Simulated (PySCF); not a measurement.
Isomers of H5FSi3. Gas-phase values, no solvent. One relaxed conformer stands for each flexible species; it need not be the lowest. Strings in code marks are SMILES.

All values below come from ωB97X-D3(BJ)/def2-TZVP (PySCF). Excitations are Tamm–Dancoff values on a coarser integration grid. The basis has no diffuse functions, so Rydberg states are missing or too high.

| species | S1 excitation (TDA) (eV) | S1–T1 gap (TDA) (eV) | HOMO–LUMO gap (eV) | HOMO (eV) | S1 oscillator strength |
|---|---|---|---|---|---|
| `F[Si](=[SiH2])[SiH3]` | 3.45 | 1.50 | 8.00 | -8.07 | … |
| `F/[SiH]=[SiH]/[SiH3]` | 3.94 | 1.99 | … | … | 0.028 |
| `F/[SiH]=[SiH]\[SiH3]` | 3.91 | 2.03 | 7.96 | -8.23 | … |
| `[SiH]([SiH2]F)=[SiH2]` (F–Si–Si–Si torsion 1°) | 4.05 | 2.05 | … | -8.17 | 0.001 |

Problem. What belongs in the gaps?

Solution. 
- `F[Si](=[SiH2])[SiH3]`, S1 oscillator strength: 0.006
- `F/[SiH]=[SiH]/[SiH3]`, HOMO–LUMO gap (eV): 8.05
- `F/[SiH]=[SiH]/[SiH3]`, HOMO (eV): -8.33
- `F/[SiH]=[SiH]\[SiH3]`, S1 oscillator strength: 0.022
- `[SiH]([SiH2]F)=[SiH2]` (F–Si–Si–Si torsion 1°), HOMO–LUMO gap (eV): 8.03
